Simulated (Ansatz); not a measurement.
`C#[C][Sn]([F])([F])[F]` + `[SiH3]CC[SeH]` → `[F][Sn]([F])([F])[SeH]` + `C#CCC[SiH3]`  (redistribution)

Gas-phase electronic energies from Ansatz, PBE0-D4/def2-TZVP geometries. CCSD(T)/CBS adds triple-zeta CCSD(T) − MP2 to the extrapolated MP2 energy (def2 sets, frozen cores). Functionals use def2-TZVPP. def2 core potentials past Kr. For Se, Sn outer-core shells are correlated without core-valence functions, which leaves a few kJ/mol of doubt a bond. Scalar relativity is left out up to krypton. Each species was taken in one conformer, which may not be the lowest.

`C#[C][Sn]([F])([F])[F]`:

```xyz
7

C    -0.254   -1.317    1.724
C    -0.114   -0.592    0.775
Sn    0.123    0.633   -0.828
F     1.499    1.901   -0.596
F    -1.426    1.632   -1.228
F     0.551   -0.297   -2.413
H    -0.379   -1.961    2.566
```

`[SiH3]CC[SeH]`:

Cartesian coordinates in Å:
```
Si 1.294 1.150 0.512
C -0.261 0.433 -0.274
C -0.554 -0.978 0.197
Se -2.203 -1.754 -0.530
H 2.476 0.312 0.171
H 1.531 2.535 0.025
H 1.152 1.176 1.993
H -1.105 1.091 -0.050
H -0.136 0.454 -1.361
H 0.261 -1.664 -0.034
H -0.712 -1.014 1.277
H -1.743 -1.740 -1.925
```

`[F][Sn]([F])([F])[SeH]`:

Cartesian coordinates in Å:
```
F -1.439 -0.160 -1.422
Sn 0.178 0.067 -0.465
F 1.547 -0.611 -1.581
F 0.408 1.945 -0.441
Se 0.236 -1.023 1.753
H -0.929 -0.218 2.156
```

`C#CCC[SiH3]`:

```xyz
13

C     0.718   -2.975    0.772
C     0.194   -1.981    0.350
C    -0.414   -0.758   -0.147
C     0.413    0.491    0.178
Si   -0.358    2.082   -0.457
H     1.177   -3.861    1.143
H    -0.551   -0.847   -1.231
H    -1.420   -0.664    0.278
H     0.548    0.572    1.261
H     1.416    0.390   -0.248
H     0.498    3.247   -0.110
H    -0.515    2.025   -1.936
H    -1.705    2.279    0.146
```

(1) Is it downhill or uphill in electronic energy at CCSD(T)/CBS, and by how much? (Best estimate.)

(2) What do these levels give: ωB97M-V, CCSD/def2-TZVPP, SCS-MP2/def2-QZVPP, HF/CBS(def2), MP2/CBS(def2), CCSD/CBS(def2)? (Estimate.)

Largest T1 diagnostic among the species: 0.015.

Answers

(1) The calculation gave: Downhill: ΔE = -90.9 kJ/mol.

(2) Ansatz gave: ωB97M-V -96.0, CCSD/def2-TZVPP -81.3, SCS-MP2/def2-QZVPP -85.4, HF/CBS(def2) -95.9, MP2/CBS(def2) -93.6, CCSD/CBS(def2) -92.7 kJ/mol.

In def2-TZVPP, CCSD(T) changes the Hartree–Fock value by +15.6 kJ/mol (the triples alone add +1.8 kJ/mol) and MP2 by +12.8 kJ/mol.
